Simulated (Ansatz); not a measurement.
Species: C$_{2}$H$_{9}$BN, charge 1, multiplicity 1. It need not be the lowest isomer of its formula. 
Structure (B3LYP-D3(BJ)/def2-TZVP (Ansatz, a quantum-chemistry and plane-wave program) minimum search):
```xyz
13

B      0.0328    -0.1259    -0.0047
C      1.5423    -0.3902     0.0914
C     -1.1342    -1.1075    -0.1851
N     -0.3844     1.4055     0.0897
H      1.8909    -0.1342     1.1033
H      1.8086    -1.4298    -0.0898
H      2.1269     0.2458    -0.5833
H     -2.1388    -0.7207    -0.0089
H     -1.0987    -1.4681    -1.2246
H     -0.9843    -2.0067     0.4185
H     -0.9580     1.6764    -0.7147
H     -0.9745     1.5640     0.9124
H      0.4061     2.0507     0.1442
```
Charge +1, spin multiplicity 1.

Parts of the frozen-core correlation energy in 6-31G (Ansatz, hartree). Frozen orbitals: 4; correlated occupied orbitals by spin: 12 and 12; virtual: 38 and 38. No spin-orbit coupling. Non-relativistic.

```json
[
 {"term": "reference (HF)", "value": "-159.87013"},
 {"term": "MP2 opposite-spin", "value": "-0.27055"},
 {"term": "MP2 same-spin", "value": "-0.07046"},
 {"term": "CCSD correlation", "value": "-0.38820"},
 {"term": "(T)", "value": "-0.00791"},
 {"term": "T1 diagnostic", "value": "0.008"},
 {"term": "largest doubles amplitude", "value": "0.029"}
]
```
